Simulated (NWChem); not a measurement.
A series in which one site is exchanged, each optimised at PBE0/def2-SVP with NWChem, gas phase unless a solvent is named. Low-valent species are run as closed-shell singlets; no triplet was tried in these runs. This build's default masses of Se (78.918 u) and Br (79.917 u) are each other's, which moves their modes by up to 0.6 %. Some are not confirmed as minima by frequencies. def2 effective core potentials on I; no spin-orbit coupling.

A: [SiH3][Ge][I] (GeSiH3I; site = I)
B: [F][Ge][SiH3] (GeSiH₃F; site = F)
C: [SiH3][Ge][Br] (GeSiH3Br; site = Br)
D: [Ge]([Cl])[SiH3] (GeSiH$_{3}$Cl; site = Cl)

**Question.** Rank them by vertical ionisation energy, ΔSCF, PBE/def2-SVP (eV), lowest first.

**Answer.** A (8.17), C (8.34), D (8.43), B (8.53)
